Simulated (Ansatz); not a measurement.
`B[CH2][GeH2][Cl]` + SiH₄ → `[SiH3][CH2][GeH2][Cl]` + BH₃  (formal exchange of groups at a C–B bond)

Program: Ansatz. Geometries: PBE0-D4/def2-TZVP. ΔE: electronic, gas phase. CCSD(T)/CBS adds triple-zeta CCSD(T) − MP2 to the extrapolated MP2 energy (def2 sets, frozen cores). This one scheme is used for every species. DFT in def2-TZVPP. For Ge outer-core shells are correlated without core-valence functions, which leaves a few kJ/mol of doubt a bond. Scalar relativity is left out up to krypton. Each species was taken in one conformer, which may not be the lowest.

`B[CH2][GeH2][Cl]`:

```xyz
10

B     0.463    1.481    0.502
C    -0.612    0.563   -0.095
Ge    0.179   -1.239   -0.214
Cl   -1.352   -2.503   -1.064
H     1.255    2.033   -0.207
H     0.572    1.602    1.688
H    -1.496    0.407    0.528
H    -0.897    0.780   -1.127
H     0.515   -1.827    1.161
H     1.373   -1.298   -1.173
```

SiH₄:

```xyz
5

Si    0.000    0.000    0.000
H    -0.491    0.823   -1.134
H    -1.142   -0.372    0.872
H     0.989    0.780    0.786
H     0.644   -1.231   -0.524
```

`[SiH3][CH2][GeH2][Cl]`:

Z-matrix (Å, degrees):
```
Si
C 1 1.876
H 1 1.483 2 110.7
H 1 1.488 2 109.8 3 120.3
H 1 1.488 2 109.8 3 -120.6
Ge 2 1.944 1 114.7 3 71.6
H 2 1.095 1 109.3 3 -168.5
H 2 1.093 1 109.9 3 -50.8
Cl 6 2.163 2 108.0 1 -52.0
H 6 1.536 2 111.8 1 64.6
H 6 1.536 2 112.9 1 -168.9
```

BH₃:

```xyz
4

B     0.000    0.000    0.000
H     0.132    0.332    1.139
H    -0.664    0.660   -0.741
H     0.531   -0.992   -0.398
```

| level | ΔE (kJ/mol) |
| --- | --- |
| PBE-D4 | 32.3 |
| B2PLYP | 27.6 |
| PBE | 36.2 |
| CCSD(T)/def2-TZVPP | 23.8 |

(1) What does CCSD(T)/CBS give? (Best estimate.)

Largest T1 diagnostic among the species: 0.011.

## Answers

(1) Computed: +22.1 kJ/mol. The listed levels differ from it by 10.2, 5.5, 14.1, 1.7 kJ/mol.

The D4 term adds −6.2 kJ/mol with B3LYP and −3.5 kJ/mol with PBE0; it sums over pairs of atoms, weighted by their polarisabilities, and B3LYP, whose exchange is more repulsive, gets the larger term. From PBE to PBE0 (25 % exact exchange), in def2-TZVPP and without D4, ΔE moves by −4.5 kJ/mol.

B3LYP here is the variant with VWN-RPA as its local correlation; programs differ in this.
